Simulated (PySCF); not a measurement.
**How methods differ on the ionisation energy of Zn⁺**

Zn⁺ [Ar] 3d10 4s1 (2S) → Zn²⁺ [Ar] 3d10 (1S), as a difference of total energies. Calculation: PySCF 2.14, in jorge-DZP-DKH (8s6p2d1f, 43 functions); the spin-free X2C one-electron Hamiltonian (Gaussian nucleus). Correlated levels: valence: [Ar] frozen. The calculations carry no spin-orbit coupling.

Task: Order these methods by the ionisation energy they give, lowest first.
A. UHF
B. B3LYP
C. CCSD(T) (valence)
D. CCSD (valence)

Result: A (16.805 eV), D (17.270 eV), C (17.301 eV), B (18.471 eV).

Errors of the correlated levels include the incompleteness of this basis and the frozen core.

For comparison: 17.964 eV (measured; NIST Atomic Spectra Database, ionization energies).
